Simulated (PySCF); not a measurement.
Sn(F)2(Cl)(Vi), SMILES [CH](=C)[Sn]([F])([F])[Cl], CAM-B3LYP/def2-SVP optimised geometry.

```
9

C      1.38    -1.31    -0.99
C      0.75    -0.67     0.00
Sn    -1.35    -0.67     0.00
F     -1.88    -1.62    -1.59
F     -2.13    -1.69     1.43
Cl    -2.47     1.35     0.00
H      0.83    -1.83    -1.78
H      2.47    -1.35    -1.03
H      1.30    -0.16     0.80
```

Density from PySCF with CAM-B3LYP/def2-TZVP, def2 effective core potentials past Kr at that geometry. The core electrons that the potentials of Sn replace are not part of the density.

Minimum of the electron density along straight lines between bonded atoms, close to the bond critical point (lines longer than 1.1 times the sum of covalent radii, or with two minima, are not listed):

```tsv
bond	length / Å	ρ at the minimum / e bohr⁻³	∇²ρ there / e bohr⁻⁵	position (fraction from the first atom)
C1–C2	1.331	0.353	-1.08	0.50
C2–Sn3	2.102	0.115	0.10	0.49
Sn3–F4	1.923	0.122	0.60	0.52
Sn3–F5	1.919	0.123	0.61	0.52
Sn3–Cl6	2.317	0.092	0.18	0.47
C1–H7	1.094	0.282	-1.01	0.66
C1–H8	1.095	0.280	-0.99	0.65
C2–H9	1.093	0.279	-0.98	0.65
```
